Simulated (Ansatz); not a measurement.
Basis sets compared for the cluster Al₃Ga⁻. The state is a doublet with charge -1. Geometry PBE0-D4/def2-SVPD. Ansatz on 2 threads of Arm Neoverse V2 on a shared host; times are rough, and most runs start from earlier orbitals.

Cartesian coordinates in Å:
```
Al -1.4782 -0.2225 0.4647
Al -0.6333 1.2061 -1.4694
Al 1.4831 0.2116 -0.4528
Ga 0.6284 -1.1952 1.4576
```

The 6-31G sets use Cartesian d functions. B3LYP takes the VWN-RPA correlation. The structure comes from a short search, and lower isomers may exist.

| level | functions | energy (Eh) | HOMO (eV) | LUMO (eV) | wall time |
| --- | --- | --- | --- | --- | --- |
| PBE-D4/def2-SVPD | 110 | -2651.0133 | -0.02 | 0.31 | 4.6 s |
| B3LYP-D4/6-31G | 68 | -2651.8626 | -0.47 | 0.88 | 3.2 s |
| PBE0-D4/def2-SVPD | 110 | -2651.1022 | -0.74 | 0.95 | 5.5 s |

Estimate the rows for PBE-D4/def2-TZVPD, B3LYP-D4/def2-TZVPD, PBE0-D4/def2-TZVPD.


```tsv
level	functions	energy (Eh)	HOMO (eV)	LUMO (eV)	wall time
PBE-D4/def2-TZVPD	183	-2651.5144	-0.03	0.33	8 s
B3LYP-D4/def2-TZVPD	183	-2652.2968	-0.49	0.79	26 s
PBE0-D4/def2-TZVPD	183	-2651.5988	-0.73	0.97	18 s
```
